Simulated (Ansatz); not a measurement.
`OB(F)[SiH3]` + `NC(S)O[SiH3]` → `OB(F)O[SiH3]` + `NC([SiH3])S`  (redistribution)

Computed with Ansatz on PBE0-D4/def2-TZVP structures; ΔE is electronic, products minus reactants. CCSD(T)/CBS is the MP2 limit (def2-TZVPP, def2-QZVPP) plus CCSD(T) − MP2 in def2-TZVPP, frozen cores. DFT in def2-TZVPP. One conformer a species, not always the lowest.

`OB(F)[SiH3]`:

Cartesian coordinates in Å:
```
O 0.373 1.437 -1.309
B 0.128 0.145 -1.010
F 0.095 -0.688 -2.044
Si -0.186 -0.589 0.866
H 0.390 2.015 -0.543
H 0.838 -1.613 1.205
H -0.105 0.509 1.872
H -1.532 -1.216 0.963
```

`NC(S)O[SiH3]`:

Cartesian coordinates in Å:
```
N -0.805 -0.560 0.995
C 0.029 -0.883 -0.120
S -0.854 -1.976 -1.300
O 0.439 0.269 -0.783
Si 0.633 1.694 0.052
H -1.757 -0.357 0.716
H -0.803 -1.279 1.704
H 0.903 -1.424 0.253
H 0.056 -1.895 -2.285
H -0.653 2.329 0.431
H 1.332 2.565 -0.924
H 1.480 1.516 1.260
```

`OB(F)O[SiH3]`:

Cartesian coordinates in Å:
```
O 0.047 0.240 1.746
B -0.939 -0.080 0.867
F -2.184 -0.281 1.304
O -0.684 -0.201 -0.450
Si 0.708 -0.028 -1.328
H -0.256 0.297 2.655
H 0.348 -0.288 -2.740
H 1.724 -1.009 -0.873
H 1.237 1.350 -1.182
```

`NC([SiH3])S`:

```xyz
11

N    -0.976    1.050   -0.523
C     0.098    0.080   -0.612
Si    0.824   -0.279    1.097
S    -0.487   -1.476   -1.333
H    -0.634    1.940   -0.178
H    -1.406    1.199   -1.429
H     0.917    0.354   -1.297
H     2.053   -1.098    0.951
H    -0.187   -1.001    1.910
H     1.171    1.001    1.780
H    -1.374   -1.770   -0.367
```

```csv
level,ΔE (kcal/mol)
ωB97M-V,-46.1
r2SCAN,-44.5
MP2/def2-TZVPP,-48.6
CCSD/def2-TZVPP,-47.1
CCSD(T)/def2-TZVPP,-46.1
HF/def2-QZVPP,-50.7
MP2/def2-QZVPP,-49.2
HF/CBS(def2),-50.8
```

Problem. What does CCSD(T)/CBS give? (Best estimate.)

Solution. Computed: -46.9 kcal/mol. The listed levels differ from it by 0.8, 2.4, -1.7, -0.2, 0.8, -3.8, -2.3, -3.9 kcal/mol.

Largest T1 diagnostic among the species: 0.014.

In def2-TZVPP, CCSD(T) changes the Hartree–Fock value by +4.3 kcal/mol (the triples alone add +1.0 kcal/mol) and MP2 by +1.8 kcal/mol. From PBE to PBE0 (25 % exact exchange), in def2-TZVPP and without D4, ΔE moves by −3.0 kcal/mol.
